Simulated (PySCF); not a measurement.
# [Ce(H2O)4]3+: from a saddle point downhill

PySCF 2.14.0, UKS PBE0, Ce def2-SVP with ECP28, O def2-SVP, H def2-SVP; non-relativistic Hamiltonian with scalar-relativistic core potentials where named; density fitting; no spin-orbit coupling. Relaxed within the symmetry of its start, the geometry (D2d) is

```xyz
13

Ce    0.0000    0.0000    0.0000
O     1.3651    1.3694    1.3694
H     1.7323    1.1690    2.2586
H     1.7323    2.2586    1.1690
O    -1.3651   -1.3694    1.3694
H    -1.7323   -1.1690    2.2586
H    -1.7323   -2.2586    1.1690
O     1.3651   -1.3694   -1.3694
H     1.7323   -2.2586   -1.1690
H     1.7323   -1.1690   -2.2586
O    -1.3651    1.3694   -1.3694
H    -1.7323    2.2586   -1.1690
H    -1.7323    1.1690   -2.2586
```

and its lowest harmonic modes are -75, 43, 43, 45, 56, 58 cm⁻¹ (negative: unstable). It was moved along the lowest mode and relaxed again, within the group S4 that the move left.

(1) Where does it end, and how much lower?

(2) How do the contacts change?

(3) Is the end a minimum?

Open shells may have lower solutions than the one found. No other spin state of this charge was computed.

State: doublet.

Answers

(1) In S4, 0.003 eV lower, after 4 steps:
```xyz
13

Ce    0.0000    0.0000    0.0000
O     1.3678    1.3727    1.3637
H     1.9329    1.1039    2.1215
H     1.5351    2.3382    1.2883
O    -1.3678   -1.3637    1.3727
H    -1.5351   -1.2883    2.3382
H    -1.9329   -2.1215    1.1039
O     1.3678   -1.3727   -1.3637
H     1.5351   -2.3382   -1.2883
H     1.9329   -1.1039   -2.1215
O    -1.3678    1.3637   -1.3727
H    -1.9329    2.1215   -1.1039
H    -1.5351    1.2883   -2.3382
```

(2) 
```tsv
contact	saddle (Å)	end (Å)
Ce1–O2 (H2O)	2.369	2.370
Ce1–O5 (H2O)	2.369	2.370
Ce1–O8 (H2O)	2.369	2.370
Ce1–O11 (H2O)	2.369	2.370
```


(3) Yes, as far as the noise of the softest modes lets one tell (those above −25 cm⁻¹ count as noise); lowest modes 41, 41, 48, 53, 60, 65 cm⁻¹.
